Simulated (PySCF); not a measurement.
C3H9PSi.
Atom-mapped SMILES: `[SiH3:1][CH:2]1[CH2:3][PH:4][CH2:5]1`

Cartesian coordinates in Å at the GFN2-xTB level; atoms count from 1:
```
atom  x, y, z in Å
Si1    1.9164   -0.0071   -0.3127
C2     0.0392   -0.2918   -0.4133
C3    -0.6856   -0.6014    0.9087
P4    -2.2034    0.3577    0.3656
C5    -0.8283    0.9268   -0.7758
H6     2.4050    0.3694   -1.6394
H7     2.1748    1.0720    0.6421
H8     2.5522   -1.2430    0.1441
H9    -0.1775   -1.0953   -1.1246
H10   -0.8323   -1.6521    1.1553
H11   -0.2237   -0.1021    1.7629
H12   -2.6437   -0.6506   -0.5109
H13   -0.4079    1.8629   -0.4027
H14   -1.0859    1.0541   -1.8264
```

Definitions: NICS(0) = −σiso at the ring centroid; NICS(1) = −σiso and NICS(1)zz = −σzz at ±1 Å along the ring normal z. Level: GIAO PBE0/pcSseg-1 (PySCF, non-relativistic, gas phase) on the GFN2-xTB geometry, one conformer.

Ring bond lengths (Å), with Mayer bond orders in brackets: C2–C3 1.539 (0.98), C3–P4 1.876 (0.98), P4–C5 1.876 (0.98), C5–C2 1.539 (0.98).

Question: What do the NICS probes read (ppm)?

Answer: 
| ring | type | NICS(0) | NICS(1), two faces | NICS(1)zz, two faces | rms pucker (Å) | centre to ring atoms, mean (Å) |
| --- | --- | --- | --- | --- | --- | --- |
| C2–C3–P4–C5 | 4-membered ring with P; formal bonds all single | 3.2 | -0.1 / 0.8 | 9.0 / 11.3 | 0.14 | 1.20 |

Question: What can be read from them?

Answer: 
- C2–C3–P4–C5: mean NICS(1)zz 10.1 ppm, deshielded. C2, C3, C5 have four or more neighbours, and the NICS criterion for π rings isn't applied.
